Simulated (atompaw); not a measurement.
## Which change was made? (Tl, PAW (atompaw))

Tl (Z = 81), PAW, made with atompaw 4.2.0.5 (LDA (PW92), scalar-relativistic). Core [Xe] 4f14, reference 5d10 6s1.5 6p1.5. Waves: 6s (bound): rc 2.70 bohr; 6s channel at 1.2 Ry: rc 1.65 bohr; 6p (bound): rc 2.70 bohr; 6p channel at 0.6 Ry: rc 2.70 bohr; 5d (bound): rc 2.70 bohr; 5d channel at -0.55 Ry: rc 2.70 bohr; 5f channel at -0.05 Ry: rc 2.40 bohr; 5f channel at 2.7 Ry: rc 2.70 bohr. Local part: ultrasoft scheme with l = 4 at 0 Ry, radius 2.70 bohr. Core correction: smooth core density matched at 2.55 bohr. Augmentation charge: sinc compensation charge, radius 2.45 bohr; PAW radius 2.70 bohr; waves and projectors: custom rrkj gramschmidtortho.

Cutoffs, loose and tight: the cutoffs (Ry, on a coarse ladder) from which the occupation-weighted sum of valence levels, in a spherical-Bessel basis at the reference potential, stays within 10 and 1 mRy of its value at 400 Ry. They see the waves, projectors and local potential, not the compensation charge or the core.

The base gives: outcome: generated; cutoff, loose: 15 Ry; cutoff, tight: 25 Ry; bound ghosts: s.

After one change the result is: outcome: generated; cutoff, loose: 18 Ry; cutoff, tight: 30 Ry; bound ghosts: s. Which change was it?
A. local potential troulliermartins scheme with l = 4 at 0 Ry, radius 2.70 bohr
B. wave 5d (bound): rc 2.70 bohr becomes 5d (bound): rc 2.50 bohr
C. waves 6s (bound); 6s channel at 1.2 Ry; 6p (bound); 6p channel at 0.6 Ry; 5d (bound); 5d channel at -0.55 Ry; 5f channel at -0.05 Ry; 5f channel at 2.7 Ry; augmentation sinc compensation charge, radius 2.45 bohr; PAW radius 2.70 bohr; waves and projectors: bloechl
D. all radii scaled by about 1.18 (s 3.20, p 3.20, d 3.20, f 2.84 bohr); local potential ultrasoft scheme with l = 4 at 0 Ry, radius 3.20 bohr; augmentation sinc compensation charge, radius 2.90 bohr; PAW radius 3.20 bohr; waves and projectors: custom rrkj gramschmidtortho; core correction smooth core density matched at 3.02 bohr

B. The others give: local potential troulliermartins scheme with l = 4 at 0 Ry, radius 2.70 bohr → outcome: failed: atompaw: The overlap operator has at least one negative eigenvalue! | all radii scaled by about 1.18 (s 3.20, p 3.20, d 3.20, f 2.84 bohr); local potential ultrasoft scheme with l = 4 at 0 Ry, radius 3.20 bohr; augmentation sinc compensation charge, radius 2.90 bohr; PAW radius 3.20 bohr; waves and projectors: custom rrkj gramschmidtortho; core correction smooth core density matched at 3.02 bohr → outcome: generated; cutoff, loose: 10 Ry; cutoff, tight: 15 Ry; bound ghosts: none | waves 6s (bound); 6s channel at 1.2 Ry; 6p (bound); 6p channel at 0.6 Ry; 5d (bound); 5d channel at -0.55 Ry; 5f channel at -0.05 Ry; 5f channel at 2.7 Ry; augmentation sinc compensation charge, radius 2.45 bohr; PAW radius 2.70 bohr; waves and projectors: bloechl → outcome: generated; cutoff, loose: 30 Ry; cutoff, tight: 40 Ry; bound ghosts: none.
